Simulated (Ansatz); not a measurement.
A nudged elastic band was laid between two geometries of BFH2O2 + H2 (8 atoms, charge 0, multiplicity 1).

Level of theory: RKS CAM-B3LYP-D4/def2-SVP in Ansatz 0.2.0.

- movable images: 5
- climbing image: yes
- spring: 5.0 eV/Å²
- optimiser: quadratic models (default)
- start path: through a guess of the saddle point
- force threshold: 0.05 eV/Å
- iteration limit: 60
- end points: relaxed

First end point:

```xyz
8
Properties=species:S:1:pos:R:3
B -0.149 -0.667 -0.129
O 0.021 -0.348 1.180
H -0.809 -0.213 1.651
O 0.900 -0.905 -0.940
H 1.747 -0.826 -0.486
F -1.374 -0.751 -0.642
H 0.213 2.900 1.419
H 0.262 2.139 1.368
```

Last end point:

```xyz
8
Properties=species:S:1:pos:R:3
B 0.047 0.358 -0.372
O 0.046 0.118 1.829
H -0.905 0.006 1.967
O 1.254 -0.145 -0.703
H 1.249 -1.109 -0.758
F -1.047 -0.426 -0.439
H -0.095 1.554 -0.329
H 0.261 0.973 2.226
```

Question: What changes between the two ends?

Answer: Bonds broken: B1–O2, H7–H8. Bonds formed: B1–H7, O2–H8. BFH2O2 + H2 becomes BFH2O + H2O.

Question: What energy profile does the band end with?

Answer: The forces met the threshold. The highest image is number 4 of 0 to 6, 2.15 eV above the first end and 1.13 eV above the last; the last end lies 1.02 eV above the first. Neighbouring images differ by up to 2.1 eV, so the band resolves the path poorly. A vibrational analysis at the climbing image gives one clearly imaginary mode, 1467i cm⁻¹: a first-order saddle point. The orbitals stay closed-shell, which can raise the energy where a bond breaks towards radicals; this wasn't checked here.

```json
{"image": "0", "path coordinate (Å)": "0.00", "energy (eV)": "0.00", "B1–O2 (Å)": "1.36", "H7–H8 (Å)": "0.76", "B1–H7 (Å)": "3.91"}
{"image": "1", "path coordinate (Å)": "1.48", "energy (eV)": "0.02", "B1–O2 (Å)": "1.36", "H7–H8 (Å)": "0.76", "B1–H7 (Å)": "3.50"}
{"image": "2", "path coordinate (Å)": "2.97", "energy (eV)": "0.04", "B1–O2 (Å)": "1.35", "H7–H8 (Å)": "0.76", "B1–H7 (Å)": "3.39"}
{"image": "3", "path coordinate (Å)": "4.45", "energy (eV)": "0.06", "B1–O2 (Å)": "1.35", "H7–H8 (Å)": "0.76", "B1–H7 (Å)": "2.87"}
{"image": "4", "path coordinate (Å)": "5.93", "energy (eV)": "2.15", "B1–O2 (Å)": "1.54", "H7–H8 (Å)": "1.07", "B1–H7 (Å)": "1.42"}
{"image": "5", "path coordinate (Å)": "7.34", "energy (eV)": "1.07", "B1–O2 (Å)": "2.04", "H7–H8 (Å)": "2.26", "B1–H7 (Å)": "1.22"}
{"image": "6", "path coordinate (Å)": "8.75", "energy (eV)": "1.02", "B1–O2 (Å)": "2.21", "H7–H8 (Å)": "2.64", "B1–H7 (Å)": "1.21"}
```

Question: What is the geometry of the highest image?

Answer: 
```xyz
8
Properties=species:S:1:pos:R:3
B 0.114 0.139 0.173
O -0.122 -0.117 1.678
H -1.072 -0.242 1.830
O 1.223 -0.512 -0.290
H 1.241 -0.576 -1.251
F -1.051 0.095 -0.524
H 0.367 1.507 0.439
H 0.111 1.034 1.365
```

The band took 54 iterations and about 6 core-minutes.

The run took 3.2 min on 2 threads of Intel(R) Xeon(R) 6975P-C (Granite Rapids) (shared host), peak memory 0.17 GiB.
